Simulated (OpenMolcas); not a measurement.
**Rh3+ in tetrahedral coordination: ligands and hosts compared**

```
Program             : OpenMolcas 26.06
Method              : CASSCF
Active space        : 6 electrons in 5 orbitals (4d)
Spin-orbit coupling : RASSI with atomic mean-field integrals over the reference wave functions
```

Distances were set from a Shannon-type radius of the metal (high-spin where two are listed) plus a fixed donor radius (O 1.38, OH 1.33, Cl 1.76 Å). Anionic complexes are neutralised by point charges, and hosts are embedded clusters. Ligand basis ANO-RCC-VDZP. States (labels of the rotation group of each site). Energies in cm-1 above the lowest state or level, χT in cm3 K/mol.

```
Ligand or host  R (Å)   Metal basis  Outer charge (e at Å behind ligand)  Ground state  First state of that spin  First gap with spin-orbit (degeneracies)  χT at 300 K  First state of another spin
             O   1.92  ANO-RCC-VTZP                           1.2 at 2.6            5E                  5T2 8433                               97.9 (1, 3)        3.295                     3T1 7830
            OH   1.87  ANO-RCC-VDZP                          0.25 at 2.6      2S+1 = 5                      5399                               12.2 (1, 1)        3.081               2S+1 = 3: 4656
            Cl   2.29  ANO-RCC-VTZP                          0.25 at 3.2            5E                  5T2 7855                               94.6 (1, 3)        3.289                     3T1 7398
```

The rows also differ in their metal basis and outer charges, so part of each step comes from that.

Without dynamic correlation the repulsion within the d shell is too large (B by tens of per cent), so at a given field states of lower spin stand too high. With metal d orbitals alone the field can be off either way by tens of per cent. Ligand-to-metal charge-transfer states are missing. With no ligand orbital active B as a rule stays too high, so bands that hang on it stand too high and its fall with covalency is understated. An orbital doublet at a regular site is open to a Jahn-Teller distortion, which this geometry leaves out (holds for O; Cl). The least metal-like active orbital is 78 % on the metal (Löwdin) and no ligand orbital is active, so the numbers are rough (holds for O). The oxide ions are held by bare point charges, a crude embedding (holds for O). This shell can be high or low spin here, a state of another spin lies low, and with metal d orbitals alone active their balance is uncertain, so the ground spin may be wrong (holds for OH). The least metal-like active orbital is 75 % on the metal (Löwdin) and no ligand orbital is active, so the numbers are rough (holds for OH). The least metal-like active orbital is 76 % on the metal (Löwdin) and no ligand orbital is active, so the numbers are rough (holds for Cl). No measured value stands beside these numbers; the geometry was imposed, not optimised, and the real ion may take another.

A state without a sure symmetry label is named by its multiplicity alone.
